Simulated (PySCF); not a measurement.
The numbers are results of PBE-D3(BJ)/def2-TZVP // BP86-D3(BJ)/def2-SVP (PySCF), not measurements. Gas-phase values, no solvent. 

Reference species: [Zn(F)2] (neutral, multiplicity 1).

```
Quantity                Value
-------------------  --------
LUMO                 -2.99 eV
coordination number         2
HOMO–LUMO gap         5.59 eV
```

Changed species: [Zn(F)(H)] (1 of 2 F replaced by H; the reference has 0 of 2 F replaced by H).

Task: Predict the effect on the LUMO, coordination number and HOMO–LUMO gap.

Result: the LUMO increases by 1.56 eV, to -1.43 eV; the coordination number stays essentially unchanged; the HOMO–LUMO gap increases by 1.20 eV, to 6.79 eV.
